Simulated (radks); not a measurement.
Problem. Valence configurations of neutral chromium (all share [Ar]). All-electron calculation, non-relativistic Kohn-Sham, r2SCAN, spin-polarised, spherical densities, point nucleus; open shells are filled with parallel spins first; meta-GGA in the generalised Kohn-Sham scheme. Program: a radial shooting solver on a logarithmic mesh with Libxc functionals. Order these by energy: 3d3 4s1 4p2; 3d5 4s0.5 4p0.5; 3d5 4s1; 3d4.5 4s1.5; 3d4 4s2; 3d3 4s2 4p1; 3d6; 3d5.5 4s0.5; 3d4 4s1 4p1; 3d5 4p1.

Solution. From the lowest, in eV above it: 3d5 4s1 0.000; 3d4.5 4s1.5 1.231; 3d5 4s0.5 4p0.5 1.733; 3d5.5 4s0.5 2.581; 3d4 4s2 2.674; 3d5 4p1 3.410; 3d4 4s1 4p1 4.483; 3d6 4.949; 3d3 4s2 4p1 11.020; 3d3 4s1 4p2 12.872. NIST lists [Ar] 3d5 4s1 as the ground configuration; this level of theory agrees among the configurations tried. The energies are those of spherical high-spin densities, not of single terms.
